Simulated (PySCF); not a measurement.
Cd(Me) (CH3Cd), SMILES [CH3][Cd] (connectivity only; charge and spin as stated), neutral, multiplicity 2.

Coordinates come from a B3LYP-D3(BJ)/def2-TZVP optimisation. The spin state was assumed, not searched. The isomer is the one that the SMILES or the coordinates give; other isomers of the formula were not compared. The def2 effective core potentials stand for the cores of Cd; spin–orbit coupling is left out.

The numbers are results of B3LYP/def2-TZVPD run with PySCF, not measurements.

Isolated molecule, no solvent.

Computed frontier levels, dipole moment and polarisability:
| Property | Value |
|---|---|
| α spin, highest occupied and lowest empty level | -4.92 and -0.74 eV |
| β spin, highest occupied and lowest empty level | -7.15 and -2.66 eV |
| dipole moment | 0.09 D |
| quadrupole, principal values (traceless, Buckingham form, about the centre of nuclear charge) | -4.06, 2.03, 2.03 D·Å |
| mean static polarisability | 66.5 bohr³ (9.86 Å³) |
| polarisability, principal values | 54.8, 54.8, 89.9 bohr³ |
| ⟨S²⟩ | 0.759 (pure state 0.75) |
